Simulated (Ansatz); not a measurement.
`NC[SiH2]Cl` + `Cl[SiH2][SiH](Cl)Cl` → `NC[SiH2][SiH2]Cl` + `Cl[SiH](Cl)Cl`  (redistribution)

Isolated molecules relaxed with PBE0-D4/def2-TZVP in Ansatz; ΔE leaves out vibrations. CCSD(T)/CBS is the MP2 limit (def2-TZVPP, def2-QZVPP) plus CCSD(T) − MP2 in def2-TZVPP, frozen cores. This one scheme is used for every species. DFT in def2-TZVPP. One conformer a species, not always the lowest.

| species | r2SCAN-D4 energy (Eh) |
| --- | --- |
| `NC[SiH2]Cl` | -846.15489 |
| `Cl[SiH2][SiH](Cl)Cl` | -1961.46430 |
| `NC[SiH2][SiH2]Cl` | -1136.82841 |
| `Cl[SiH](Cl)Cl` | -1670.79048 |

(1) Work out ΔE.

Largest T1 diagnostic among the species: 0.010.

Results:

(1) ΔE = (-1136.82841) + (-1670.79048) − (-846.15489) − (-1961.46430) = 0.00030 Eh = +0.8 kJ/mol. CCSD(T)/CBS gives +2.6 kJ/mol.

In def2-TZVPP, CCSD(T) changes the Hartree–Fock value by −7.1 kJ/mol (the triples alone add −1.1 kJ/mol) and MP2 by −6.7 kJ/mol. Leaving LDA and LC-ωPBE aside and taking each functional with its dispersion term where it has one, the values, not all of them listed here, spread over 6.8 kJ/mol, from B97M-V to BHLYP-D4.
